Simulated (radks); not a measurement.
These are the eigenvalues of the occupied orbitals of an atom or ion with whole-number occupations (eV). All-electron calculation, scalar-relativistic Kohn-Sham, SCAN, spin-unpolarised, spherical densities, finite nucleus; meta-GGA in the generalised Kohn-Sham scheme; Fermi nuclear charge, rms radius of each element as measured or else 0.836 A^(1/3) + 0.57 fm. Program: a radial shooting solver on a logarithmic mesh with Libxc functionals.

orbital  eigenvalue
1s        -29082.61
2s        -4421.444
2p        -3967.139
3s        -872.9937
3p        -723.2482
3d        -493.7877
4s        -151.5981
4p        -105.5413
4d         -38.0266
5s         -14.8262
5p          -6.0254

Which element is it, and in what charge state? The configuration may be excited.

Answer. Z = 50, tin, charge 0: Sn in [Kr] 4d8 5s2 5p4. The list shows which subshells hold electrons but not how many an open one holds; the 1s level, -1068.8 hartree, gives Z - s = 46.2 by -(Z - s)^2/2, which with screening and relativity narrows Z to a few neighbours, and the depths of the outer levels then fix element, charge and occupations together.
